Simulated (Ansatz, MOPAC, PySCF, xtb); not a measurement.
Noncovalent pair: CH4O (SMILES CO) (first 6 atoms) with H2 (SMILES [H][H]); geometry from B3LYP-D3(BJ)/def2-TZVP, rigid monomers moved along the line of their centres of mass till O2···H7 is 3.54 Å.
(charge 0, multiplicity 1):
```xyz
8

C      0.68555     0.34948    -0.35468
O     -0.66138     0.20278     0.07653
H      1.37289    -0.28148     0.21927
H      0.95633     1.39134    -0.19043
H      0.80218     0.12518    -1.42035
H     -0.93647    -0.70742    -0.07222
H     -0.24018    -0.39815     3.54381
H      0.02933    -0.63760     4.19708
```

```tsv
level	interaction energy (meV)	minus CCSD(T)/CBS(aug-cc-pVDZ, aug-cc-pVTZ)	cost
GFN-FF	-5.9	9.3	-
PM3	-1.5	13.6	-
PM6	-0.6	14.6	-
GFN1-xTB	-6.8	8.3	-
HF/6-31G*	-5.0	10.2	-
HF/aug-cc-pVDZ	-7.3	7.8	-
PBE/def2-TZVPPD	-13.8	1.4	×1
PBE-D4/def2-TZVPPD	-20.1	-5.0	×1
BP86/6-31G* (no counterpoise)	-8.2	6.9	-
r2SCAN/def2-TZVPPD	-8.8	6.4	×1
r2SCAN-D4/def2-TZVPPD	-12.0	3.2	×1
B3LYP/3-21G (no counterpoise)	-11.9	3.2	-
B3LYP/6-31G* (no counterpoise)	-13.6	1.5	-
B3LYP/def2-TZVPPD	-4.8	10.4	×0.9
PBE0/def2-TZVPPD	-12.0	3.1	×0.8
MP2/aug-cc-pVDZ	-12.9	2.2	-
MP2/aug-cc-pVTZ	-14.2	0.9	-
CCSD/aug-cc-pVTZ	-13.7	1.4	-
CCSD(T)/aug-cc-pVTZ	-14.7	0.4	×200*
CCSD(T)/CBS(aug-cc-pVDZ, aug-cc-pVTZ)	-15.1	0.0	×200*
```

 The comparison column counts from a level with limits of its own.

The rows run from -20.1 (PBE-D4/def2-TZVPPD) to -0.6 meV (PM6). In aug-cc-pVTZ the value moves MP2 -14.2, CCSD -13.7, CCSD(T) -14.7, a shift of -0.5 from MP2 to CCSD(T). From aug-cc-pVDZ to aug-cc-pVTZ MP2 changes by -1.3. The dispersion term adds -6.3 in PBE-D4, -3.2 in r2SCAN-D4. The 4 functionals in def2-TZVPPD without D3 or D4 span 9.0, from PBE to B3LYP.

Monomers are frozen at their geometry in the pair; levels with a basis set take the counterpoise correction. Rows marked so take none.

Cores are frozen in the correlated methods. CBS(a, b) extrapolates the correlation energy as X⁻³ and adds the Hartree–Fock energy of set b. Rows in 3-21G, 6-31G* carry no dispersion term and start afresh at each structure (6-31G* with six Cartesian d functions). The state that PM3, PM6 reach isn't checked.

The values were computed with Ansatz (Gaussian basis) for Hartree–Fock, density functionals and correlated methods; MOPAC for PM3, PM6 (differences of heats of formation); PySCF for 3-21G rows, 6-31G* rows, the dispersion terms; xtb for the GFN methods. 

Costs are rough ratios of core time to PBE/def2-TZVPPD (about 5 s over the structures, on one shared machine); a dash marks a level with no comparable run of its own. A star marks coupled-cluster runs past 200 virtual orbitals, where the program's memory plan changes under this machine's limit, so their costs aren't comparable with smaller runs.

Ansatz is a program for electronic structure.
